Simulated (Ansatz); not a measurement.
Zn₁₃H₃₀Se₁₃. Charge 0, multiplicity 3. Geometry PBE-D4/def2-SVP, that of the neutral singlet; atoms count from 1.

```xyz
56

Zn    0.054    3.416    0.219
Zn    3.075    1.441    3.807
Zn    0.780    2.882    4.164
Zn   -2.777    1.143    1.642
Zn    0.379   -0.753    4.420
Zn    3.699    1.635   -1.978
Zn    1.027    2.592   -4.299
Zn   -2.220    1.382   -2.210
Zn    2.035    0.080   -4.674
Zn    0.605   -0.728    0.042
Zn   -3.140   -3.892    1.010
Zn   -2.124   -3.228   -2.306
Zn   -4.736   -1.955   -0.070
Se    2.013    2.988    1.846
Se    1.669    3.092   -1.857
Se    4.643    1.324    0.483
Se   -0.941    1.131   -0.067
Se    1.792   -0.521    2.251
Se   -1.054    1.150    3.655
Se   -3.236   -1.372    2.008
Se   -0.802   -3.021    3.710
Se    2.159   -0.458   -1.918
Se   -0.550    0.514   -3.978
Se   -3.284   -1.035   -1.986
Se   -0.057   -2.847   -3.926
Se   -0.795   -2.812   -0.111
H    -0.710    4.770    0.308
H     4.611    1.223    3.795
H     0.436    4.240    4.850
H     1.803    1.632    4.846
H    -3.969    2.142    1.735
H     1.081   -0.959    5.803
H     4.902    1.706   -2.975
H     0.525    3.726   -5.245
H     2.495    1.660   -4.519
H    -3.187    2.540   -2.598
H     2.352   -1.200   -5.492
H    -2.791   -5.041    1.993
H    -2.747   -4.634   -2.600
H    -6.253   -1.608    0.027
H    -4.076   -3.561   -0.312
H     2.347    4.401    2.157
H     2.281    4.420   -2.107
H     5.261    2.666    0.627
H     5.904    0.800   -0.128
H     2.721   -1.676    2.313
H    -1.858    1.383    4.880
H    -4.488   -1.250    2.798
H    -1.863   -3.023    4.748
H     0.126   -3.730    4.645
H     3.111   -1.593   -1.832
H    -1.277    0.954   -5.196
H    -4.317   -1.126   -3.047
H    -0.818   -2.736   -5.196
H     0.016   -4.332   -4.089
H     0.165   -3.942   -0.064
```

Single mean-field runs in def2-SVP are fitted with def2-universal-jkfit. At PBE0-D4/def2-SVP a singlet of charge 0 lies 4.82 eV below the triplet at the same geometry.

**Question.** Estimate the Mulliken populations of the heavy atoms from the PBE0/def2-SVP orbitals of Ansatz.

**Answer.** 
```json
{"atom": "Zn1", "charge (e)": "0.44", "spin (α − β)": "0.03", "d electrons": "9.93"}
{"atom": "Zn2", "charge (e)": "0.35", "spin (α − β)": "0.05", "d electrons": "9.93"}
{"atom": "Zn3", "charge (e)": "0.31", "spin (α − β)": "0.00", "d electrons": "9.93"}
{"atom": "Zn4", "charge (e)": "0.43", "spin (α − β)": "0.02", "d electrons": "9.93"}
{"atom": "Zn5", "charge (e)": "0.36", "spin (α − β)": "0.02", "d electrons": "9.94"}
{"atom": "Zn6", "charge (e)": "0.35", "spin (α − β)": "0.02", "d electrons": "9.94"}
{"atom": "Zn7", "charge (e)": "0.31", "spin (α − β)": "0.00", "d electrons": "9.93"}
{"atom": "Zn8", "charge (e)": "0.44", "spin (α − β)": "0.03", "d electrons": "9.93"}
{"atom": "Zn9", "charge (e)": "0.35", "spin (α − β)": "0.04", "d electrons": "9.93"}
{"atom": "Zn10", "charge (e)": "0.25", "spin (α − β)": "0.54", "d electrons": "9.94"}
{"atom": "Zn11", "charge (e)": "0.35", "spin (α − β)": "0.05", "d electrons": "9.93"}
{"atom": "Zn12", "charge (e)": "0.35", "spin (α − β)": "0.03", "d electrons": "9.94"}
{"atom": "Zn13", "charge (e)": "0.32", "spin (α − β)": "0.00", "d electrons": "9.93"}
{"atom": "Se14", "charge (e)": "-0.40", "spin (α − β)": "0.07", "d electrons": "–"}
{"atom": "Se15", "charge (e)": "-0.36", "spin (α − β)": "0.02", "d electrons": "–"}
{"atom": "Se16", "charge (e)": "-0.03", "spin (α − β)": "0.01", "d electrons": "–"}
{"atom": "Se17", "charge (e)": "-0.56", "spin (α − β)": "0.11", "d electrons": "–"}
{"atom": "Se18", "charge (e)": "-0.34", "spin (α − β)": "0.02", "d electrons": "–"}
{"atom": "Se19", "charge (e)": "-0.36", "spin (α − β)": "0.02", "d electrons": "–"}
{"atom": "Se20", "charge (e)": "-0.40", "spin (α − β)": "0.06", "d electrons": "–"}
{"atom": "Se21", "charge (e)": "-0.03", "spin (α − β)": "0.00", "d electrons": "–"}
{"atom": "Se22", "charge (e)": "-0.36", "spin (α − β)": "-0.01", "d electrons": "–"}
{"atom": "Se23", "charge (e)": "-0.41", "spin (α − β)": "0.03", "d electrons": "–"}
{"atom": "Se24", "charge (e)": "-0.36", "spin (α − β)": "0.01", "d electrons": "–"}
{"atom": "Se25", "charge (e)": "-0.02", "spin (α − β)": "0.01", "d electrons": "–"}
{"atom": "Se26", "charge (e)": "-0.33", "spin (α − β)": "0.03", "d electrons": "–"}
```
Mulliken values depend strongly on the basis.

**Question.** Where does the spin sit?

**Answer.** Summed by element: Zn 0.84, Se 0.36, H 0.79, of 2 unpaired in all. Largest on single atoms: Zn10 0.54, H27 0.13, H36 0.11.

**Question.** And the Mayer bond orders between heavy atoms (over 0.3)?

**Answer.** Zn1–Se14 0.42 (2.58 Å); Zn1–Se15 0.34 (2.65 Å); Zn1–Se17 0.51 (2.51 Å); Zn3–Se14 0.37 (2.63 Å); Zn3–Se19 0.41 (2.57 Å); Zn4–Se17 0.51 (2.51 Å); Zn4–Se19 0.34 (2.65 Å); Zn4–Se20 0.42 (2.58 Å); Zn5–Se18 0.42 (2.60 Å); Zn5–Se19 0.51 (2.50 Å); Zn5–Se21 0.38 (2.65 Å); Zn6–Se15 0.50 (2.50 Å); Zn6–Se16 0.37 (2.65 Å); Zn6–Se22 0.42 (2.60 Å); Zn7–Se15 0.41 (2.57 Å); Zn7–Se23 0.38 (2.63 Å); Zn8–Se17 0.50 (2.51 Å); Zn8–Se23 0.42 (2.58 Å); Zn8–Se24 0.34 (2.65 Å); Zn10–Se17 0.44 (2.42 Å); Zn10–Se18 0.38 (2.52 Å); Zn10–Se22 0.40 (2.52 Å); Zn10–Se26 0.38 (2.52 Å); Zn12–Se24 0.50 (2.50 Å); Zn12–Se25 0.37 (2.65 Å); Zn12–Se26 0.42 (2.60 Å); Zn13–Se20 0.38 (2.63 Å); Zn13–Se24 0.42 (2.57 Å).
